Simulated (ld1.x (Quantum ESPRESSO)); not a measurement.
# How hard is this Cl (Z = 17) TM potential?

chlorine, norm-conserving Troullier–Martins (Kleinman–Bylander form), made with ld1.x (Quantum ESPRESSO) 7.5 (PBE, scalar-relativistic). Core [Ne], reference 3s2 3p5. Waves: 3p (bound): rc 1.92 bohr; 3s (bound): rc 1.26 bohr. Local part: the s channel. Core correction: a·sin(br)/r model core, default radius (core density twice the valence density).

The pseudo-atom Hamiltonian at the reference potential is diagonalised in spherical Bessel functions j_l(qr) that vanish at 20 bohr, with q² up to the cutoff. All-electron valence levels (Ry): 3p -0.6317, 3s -1.5208.

Question: How do the lowest levels (Ry) of each channel move with the cutoff, and are there ghosts?

Answer:

```
cutoff (Ry)     p #1    p #2     s #1     s #2    d #1    d #2    f #1  Σ f·Δε (mRy)
          8  -0.5726  0.0353  -1.2909  -0.0149  0.0749  0.1678  0.1192         755.9
         12  -0.6229  0.0342  -1.3900  -0.0189  0.0749  0.1676  0.1192         306.3
         21  -0.6314  0.0340  -1.4996  -0.0239  0.0749  0.1676  0.1192          44.3
         30  -0.6316  0.0340  -1.5131  -0.0247  0.0749  0.1676  0.1192          16.2
         40  -0.6317  0.0340  -1.5139  -0.0247  0.0749  0.1675  0.1192          13.9
         50  -0.6317  0.0340  -1.5169  -0.0249  0.0748  0.1675  0.1192           7.9
         70  -0.6318  0.0340  -1.5204  -0.0250  0.0748  0.1675  0.1192           1.0
         90  -0.6318  0.0340  -1.5206  -0.0250  0.0748  0.1675  0.1192           0.4
        400  -0.6318  0.0340  -1.5209  -0.0250  0.0748  0.1675  0.1192           0.0
```

Result: no extra level below or beside the all-electron valence levels (p, s, d, f tested); 10 mRy is reached at 50 Ry and 1 mRy at 70 Ry.
